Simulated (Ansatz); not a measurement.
Stepwise reaction of `[CH3][In]([CH3])[OH]` with water, as a gas-phase model of exchange steps in deposition or etching. ΔE in kJ/mol.

Computed with Ansatz on PBE0-D4/def2-TZVP structures; ΔE is electronic, products minus reactants. CCSD(T)/CBS adds triple-zeta CCSD(T) − MP2 to the extrapolated MP2 energy (def2 sets, frozen cores). This one scheme is used for every species. Functionals use def2-TZVPP. B3LYP here is the variant with VWN-RPA as its local correlation; programs differ in this. def2 core potentials past Kr. For In outer-core shells are correlated without core-valence functions, which leaves a few kJ/mol of doubt a bond. One conformer a species, not always the lowest.

```csv
step,reaction,PBE-D4,B3LYP-D4,ωB97M-V,CCSD(T)/CBS
2,`[CH3][In]([OH])[OH]` + H₂O → `[OH][In]([OH])[OH]` + CH₄,-33.1,-36.6,-32.7,-31.7
```

Question: Give the row of step 1, `[CH3][In]([CH3])[OH]` + H₂O → `[CH3][In]([OH])[OH]` + CH₄. (An estimate is asked.)

Answer: Computed: 
```csv
step,reaction,PBE-D4,B3LYP-D4,ωB97M-V,CCSD(T)/CBS
1,`[CH3][In]([CH3])[OH]` + H₂O → `[CH3][In]([OH])[OH]` + CH₄,-57.3,-61.4,-56.5,-56.3
```

Question: By hand: ΔE of the 2 steps together at CCSD(T)/CBS.

Answer: (-56.3) + (-31.7) = -88.0 kJ/mol, or -44.0 kJ/mol a step.

In ΔE each step is higher than the one before. All are downhill at CCSD(T)/CBS. PBE-D4 differs from CCSD(T)/CBS by -1.4 to -1.0 kJ/mol a step. Isolated molecules leave out the surface, adducts and barriers. Largest T1 diagnostic: 0.017.
